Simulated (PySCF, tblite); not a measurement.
One entry of a table of gas-phase calculations, keyed by method. Lists by class give the value and the number of equivalent atoms.

```json
{
 "formula": "C6H11Cl2F",
 "smiles": "CCC[C@@H](CCl)[C@H](F)Cl",
 "inchi": "InChI=1S/C6H11Cl2F/c1-2-3-5(4-7)6(8)9/h5-6H,2-4H2,1H3/t5-,6-/m0/s1",
 "charge": 0,
 "multiplicity": 1,
 "geometry_level": "GFN2-xTB",
 "electronic_structure_code": "PySCF",
 "results": {
  "GFN2-xTB geometry": {
   "point_group": "C1",
   "rotational_constants_GHz": [1.104, 0.828, 0.531]
  },
  "PBE0/pcSseg-1 ground state and GIAO shieldings, non-relativistic": {
   "dipole_D": 2.21,
   "homo_eV": -8.53,
   "lumo_eV": 0.69,
   "shift_vs_computed_TMS_C_by_class_ppm": [
    [113.1, 1],
    [53.8, 1],
    [48.2, 1],
    [31.7, 1],
    [23.7, 1],
    [16.8, 1]
   ],
   "shift_vs_computed_TMS_H_by_class_ppm": [
    [6.4, 1],
    [4.12, 1],
    [3.73, 1],
    [1.82, 1],
    [1.63, 1],
    [1.52, 1],
    [1.43, 1],
    [1.09, 3],
    [0.96, 1]
   ],
   "shielding_other_nuclei_by_class_ppm": [
    ["F", 330.0, 1],
    ["Cl", 733.0, 1],
    ["Cl", 932.2, 1]
   ]
  },
  "GFN2-xTB harmonic vibrations, gas phase": {
   "strongest_ir_bands_cm-1_km_per_mol_modes": [
    [1017.7, 59.1, 1],
    [1061.6, 37.7, 1],
    [2996.0, 45.2, 1],
    [3039.2, 49.8, 1],
    [3041.1, 44.5, 1],
    [3045.6, 25.5, 1]
   ],
   "zpe_kcal_per_mol": 100.5
  }
 }
}
```

The zero-point energy, half the sum of the 54 harmonic wavenumbers, equals 35140 cm⁻¹ or 420 kJ/mol. A dipole of 2.21 D is allowed in C1, and pure rotational transitions are dipole-allowed. The dipole equals about 7.4 × 10⁻³⁰ C·m (1 D = 3.33564 × 10⁻³⁰ C·m).

 NMR classes are plain means over equivalent atoms (diastereotopic ones count apart unless rotation or inversion swaps them), as if these changed places fast; in this geometry the members of some classes differ.

The values belong to the conformer `[CH3:1][CH2:2][CH2:3][C@@H:4]([CH2:5][Cl:6])[C@H:7]([F:8])[Cl:9]`: C1–C2–C3–C4 171°, C2–C3–C4–C5 62°, C3–C4–C5–Cl6 56°, C3–C4–C7–F8 178°.
